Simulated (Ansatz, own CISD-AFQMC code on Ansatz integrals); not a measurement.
C3H2, SMILES `[C]1C=C1` (charge 0, multiplicity 1).

Z-matrix (Å, degrees):
```
C
C 1 1.3194
H 2 1.0794 1 150.12
H 1 1.0794 2 150.12 3 0.00
C 1 1.4116 4 147.74 2 180.00
```
Charge 0, multiplicity 1.

Frozen-core energies in cc-pVTZ from Ansatz (a first-principles code) at a geometry from PBE0-D3(BJ)/def2-TZVP; the HF reference has <S^2> = 0.00 and the T1 diagnostic is 0.011.

```
level                                                                             energy (Ha)  difference from CCSDT(Q) (mHa)
--------------------------------------------------------------------------------  -----------  ------------------------------
HF                                                                                 -114.66205                          473.98
MP2                                                                                -115.09256                           43.47
CCSD                                                                               -115.11124                           24.79
CCSD(T)                                                                            -115.13449                            1.54
CCSDT                                                                              -115.13463                            1.40
phaseless AFQMC, CISD trial (own CISD-AFQMC code on Ansatz integrals; ±0.39 mHa)   -115.13561                            0.42
CCSDT(Q)                                                                           -115.13603                            0.00
```
